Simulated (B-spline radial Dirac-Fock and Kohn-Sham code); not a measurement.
## Satellites and hypersatellites of the K lines of Te²⁻

System: the Te²⁻ ion in the configuration [Kr] 4d10 5s2 5p6, inside a Watson sphere of charge +2 and radius 1.878 Å (a model of the Madelung potential; inside it an electron's potential energy is lowered by 15.3 eV).

The run's input, task.json:

```json
{"items": [{
  "Z": 52,
  "q": -2,
  "cfg": [[1, 0, 2], [2, 0, 2], [2, 1, 6], [3, 0, 2], [3, 1, 6], [3, 2, 10], [4, 0, 2], [4, 1, 6], [4, 2, 10], [5, 0, 2], [5, 1, 6]],
  "A": 130,
  "rrms": 4.7423,
  "watson": [2, 1.878],
  "do": ["binding", "quiet", "double"]
}]}
```

Launch: `python xray_run.py task.json out`

Level of theory: Dirac-Fock (average of configuration) total-energy differences with a finite nucleus, the Breit interaction including its frequency dependence, and self-energy and vacuum-polarisation corrections; a radial B-spline solver. Each two-hole energy is an average over J within one jj subconfiguration, not an observable level; in light atoms, where LS coupling holds, the j-resolved values are not observed lines, and for a K spectator the Kα1 hypersatellite is nearly forbidden. The model has no electron correlation.

Lines without a spectator: Kα2 (K-L2) 27199.2 eV, Kα1 (K-L3) 27470.0 eV, Kβ3 (K-M2) 30939.2 eV, Kβ1 (K-M3) 30990.8 eV. Shifts in eV with one spectator hole (a dash: not computed, or left out as unreliable):

| spectator hole | Kα2 | Kα1 | Kβ3 | Kβ1 |
| --- | --- | --- | --- | --- |
| L2 (2p1/2) | +67.5 | +85.7 | – | +179.7 |
| L3 (2p3/2) | +64.6 | +65.3 | +157.0 | – |
| M2 (3p1/2) | – | +10.05 | +22.33 | +27.11 |
| M3 (3p3/2) | +7.16 | – | +22.59 | +22.07 |
| M4 (3d3/2) | +1.27 | -1.53 | – | – |
| M5 (3d5/2) | -2.07 | +0.01 | – | – |

Q: Where does the K-L3 hypersatellite lie, emitted when both K electrons are missing?

A: +626.4 eV from the normal line, at 28096.5 eV. Removing both K electrons costs 64476.4 eV, which is 839.9 eV more than twice the K binding energy.

With n spectator holes in 2p, averaged over the 2p shell (energies in eV):

| n | KαLⁿ | step | hypersatellite KαʰLⁿ |
| --- | --- | --- | --- |
| 0 | 27379.7 | – | 27999.1 |
| 1 | 27450.4 | +70.7 | 28071.3 |
| 2 | 27522.4 | +72.0 | 28144.7 |
| 3 | 27595.6 | +73.3 | 28219.5 |
| 4 | 27670.2 | +74.5 | 28295.5 |
| 5 | 27746.0 | +75.8 | 28372.9 |
